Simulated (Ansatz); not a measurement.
Calculated with Ansatz (gas phase, PBE0-D4/def2-TZVP geometries, no zero-point term in ΔE). CCSD(T)/CBS is the MP2 limit (def2-TZVPP, def2-QZVPP) plus CCSD(T) − MP2 in def2-TZVPP, frozen cores. DFT in def2-TZVPP. B3LYP here is the variant with VWN-RPA as its local correlation; programs differ in this. For Se outer-core shells are correlated without core-valence functions, which leaves a few kJ/mol of doubt a bond. Scalar relativity is left out up to krypton. Each species was taken in one conformer, which may not be the lowest.

`F[SiH2]OP` + `C[SeH]` → `C[Se]P` + `O[SiH2]F`  (ligand exchange at a P–O bond)

`F[SiH2]OP`:

Z-matrix (Å, degrees):
```
Si
O 1 1.631
F 1 1.593 2 109.7
H 1 1.474 2 107.1 3 117.0
H 1 1.479 2 110.7 3 -118.0
P 2 1.653 1 129.5 3 81.4
H 6 1.424 2 98.5 1 -120.6
H 6 1.423 2 97.5 1 146.3
```

`C[SeH]`:

Cartesian coordinates in Å:
```
C 0.165 0.519 0.041
Se 0.159 -1.375 0.500
H 0.452 0.660 -0.998
H 0.911 0.981 0.687
H -0.807 0.963 0.239
H -0.880 -1.747 -0.469
```

`C[Se]P`:

```xyz
8

C    -0.485   -0.799   -1.120
Se   -0.987    0.539    0.209
P     1.027    0.688    1.208
H    -0.179   -1.721   -0.631
H     0.309   -0.419   -1.758
H    -1.379   -0.980   -1.716
H     1.111    2.104    1.255
H     0.583    0.589    2.553
```

`O[SiH2]F`:

```xyz
6

O    -0.734   -1.002    0.275
Si    0.069    0.336   -0.194
F     1.478   -0.042   -0.842
H    -0.424   -1.487    1.041
H    -0.760    0.974   -1.234
H     0.372    1.222    0.953
```

Is it downhill or uphill in electronic energy at CCSD(T)/CBS, and by how much? (An estimate is asked.)

Computed: Downhill: ΔE = -38.0 kJ/mol.

What do these levels give: LDA (SPW92), PBE0-D4, B3LYP, HF/def2-SVP, HF/def2-TZVPP, MP2/def2-QZVPP? (An estimate is asked.)

Ansatz gave: LDA (SPW92) -44.0, PBE0-D4 -44.5, B3LYP -32.0, HF/def2-SVP -19.8, HF/def2-TZVPP -16.9, MP2/def2-QZVPP -41.8 kJ/mol.

Largest T1 diagnostic among the species: 0.013.

At CCSD(T), def2-SVP lies +8.9 kJ/mol from the extrapolated value and def2-TZVPP +4.3 kJ/mol. From BLYP to BHLYP (50 % exact exchange), in def2-TZVPP and without D4, ΔE moves by +7.0 kJ/mol.
